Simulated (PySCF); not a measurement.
# Distorted geometries of [BiCl4]−

[BiCl4]− (singlet). PySCF 2.14.0, RKS BP86, Bi def2-SVP with ECP60, Cl def2-SVP; non-relativistic Hamiltonian with scalar-relativistic core potentials where named; density fitting; no spin-orbit coupling. Relaxed geometry:

```xyz
5

Bi    0.0051    0.2454    0.0000
Cl   -0.0269   -1.2935    2.1359
Cl   -0.0269   -1.2935   -2.1359
Cl    2.1723    1.7403    0.0000
Cl   -2.0981    1.8291    0.0000
```

Task: Order these distorted geometries by energy above the relaxed one, lowest first.
A.
```xyz
5

Bi   -0.0455    0.2866   -0.0379
Cl    0.0163   -1.3004    2.1955
Cl   -0.0258   -1.3029   -2.0990
Cl    2.1682    1.7283    0.0091
Cl   -2.0877    1.8160   -0.0678
```
B.
```xyz
5

Bi    0.0249    0.2134   -0.0047
Cl   -0.0277   -1.2676    2.1427
Cl   -0.0175   -1.3173   -2.1501
Cl    2.1436    1.7606    0.0291
Cl   -2.0978    1.8385   -0.0169
```
C.
```xyz
5

Bi    0.0177    0.1834    0.0307
Cl   -0.0473   -1.1966    2.1850
Cl   -0.0084   -1.3540   -2.2557
Cl    2.2113    1.7783   -0.0025
Cl   -2.1477    1.8165    0.0425
```

Result: B (0.01 eV), A (0.07 eV), C (0.12 eV).

Task: Which forces (eV/Å) act in the one that lies 0.01 eV up?

Result: 
```
Bi  -0.30  0.30 -0.14
Cl   0.00 -0.10  0.13
Cl   0.02 -0.02  0.00
Cl   0.06  0.00  0.00
Cl   0.22 -0.18  0.01
```
Forces carry noise of the integration grid, about 0.01 to 0.03 eV/Å.
